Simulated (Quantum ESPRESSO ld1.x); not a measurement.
Bi LXXVIII, configuration [He] 2s2 2p2 (the NIST ground configuration).

Calculated with ld1.x of Quantum ESPRESSO 7.5: scalar-relativistic Kohn-Sham, LDA (Slater exchange, VWN5 correlation), spin-polarised, spherical densities, point nucleus; open shells are filled with parallel spins first.

Energy parts (eV):
total: -303201.9
kinetic: 368712.1
electron-nucleus: -680331.6
Hartree: 11009.1
exchange-correlation: -2591.5

Orbitals (lengths in bohr, moments of r in powers of bohr):
orbital  occ.  eigenvalue (eV)      <r>      <r^2>
1s up       1         -99881.6  0.01576  0.0003444
1s down     1         -99831.2  0.01575  0.0003441
2s up       1         -24460.3  0.06445   0.004913
2s down     1         -24379.2  0.06453   0.004926
2p up       2         -22249.1  0.05809   0.004103
2p down     0         -22155.8  0.05820   0.004119

The highest occupied level is 2p up at -22249 eV. For comparison, the ionisation energy in NIST's Atomic Spectra Database is 24150 eV (theoretical). In exact Kohn-Sham theory the highest level is minus the ionisation energy, but local and semilocal functionals leave it too shallow, through self-interaction and a potential that decays too fast; potentials with the right tail come closer.

Beside tabulated values, note that scalar-relativistic runs lack spin-orbit coupling.
